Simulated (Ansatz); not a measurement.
`[NH2][GaH][BH][SiH3]` + `[Cl][GeH3]` → `[SiH3][BH][GaH2]` + `[NH2][GeH2][Cl]`  (redistribution)

Gas-phase electronic energies from Ansatz, PBE0-D4/def2-TZVP geometries. CCSD(T)/CBS adds triple-zeta CCSD(T) − MP2 to the extrapolated MP2 energy (def2 sets, frozen cores). For Ga, Ge outer-core shells are correlated without core-valence functions, which leaves a few kJ/mol of doubt a bond. Scalar relativity is left out up to krypton. One conformer a species, not always the lowest.

```csv
species,HF/def2-QZVPP energy (Eh)
`[NH2][GaH][BH][SiH3]`,-2295.45885
`[Cl][GeH3]`,-2536.71838
`[SiH3][BH][GaH2]`,-2240.36393
`[NH2][GeH2][Cl]`,-2591.80265
```

Question: Work out ΔE.

Answer: ΔE = (-2240.36393) + (-2591.80265) − (-2295.45885) − (-2536.71838) = 0.01065 Eh = +0.29 eV. CCSD(T)/CBS gives +0.38 eV.

Largest T1 diagnostic among the species: 0.015.

In def2-TZVPP, CCSD(T) changes the Hartree–Fock value by +0.06 eV (the triples alone add +0.01 eV) and MP2 by +0.07 eV. Leaving LDA and LC-ωPBE aside and taking each functional with its dispersion term where it has one, the values, not all of them listed here, spread over 0.08 eV, from B97M-V to B2PLYP.
